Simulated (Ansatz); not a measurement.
`[TeH]C1=CCO1`, 9 atoms. Charge 0, multiplicity 1. Correlated methods include outer-core shells of Te, which these sets cover unevenly. Te: def2 effective core potential. All runs use 4 threads of an Arm Neoverse V2 on a shared host. Correlated methods freeze the cores.

How many basis functions does each run have, and how long does it take in Ansatz? RKS ωB97M-V/def2-TZVPP energy and forces; RKS PBE0-D4/def2-QZVPP energy; RKS CAM-B3LYP-D4/def2-TZVPP energy; RKS ωB97M-V/def2-QZVPP energy; RKS PBE0-D4/def2-SVP energy; RHF-CCSD(T)/def2-SVP energy; RHF-CCSD(T)/def2-TZVPP energy; RKS r2SCAN-D4/def2-TZVPP energy and forces; RKS ωB97X-V/def2-TZVPP energy; direct RPA on PBE orbitals/def2-TZVPP energy; RKS PBE0-D4/def2-TZVP frequencies; RKS PBE0-D4/def2-TZVP relaxation (11 steps). (Best estimate.)

Computed: Other jobs shared the machine, so times are rough.

```csv
level,job,functions,wall time,peak host memory (GiB)
RKS PBE0-D4/def2-SVP,energy,102,1.1 s,0.45
RKS CAM-B3LYP-D4/def2-TZVPP,energy,230,2.5 s,0.62
RKS r2SCAN-D4/def2-TZVPP,energy and forces,230,3.7 s,0.3
direct RPA on PBE orbitals/def2-TZVPP,energy,230,5.5 s,0.63
RKS PBE0-D4/def2-QZVPP,energy,430,5.5 s,1.4
RKS ωB97X-V/def2-TZVPP,energy,230,6 s,0.67
RHF-CCSD(T)/def2-SVP,energy,102,6 s,0.53
RKS ωB97M-V/def2-TZVPP,energy and forces,230,9 s,0.8
RKS ωB97M-V/def2-QZVPP,energy,430,13 s,1.7
RKS PBE0-D4/def2-TZVP,relaxation (11 steps),198,31 s,0.51
RKS PBE0-D4/def2-TZVP,frequencies,198,110 s,0.55
RHF-CCSD(T)/def2-TZVPP,energy,230,2.4 min,4.6
```
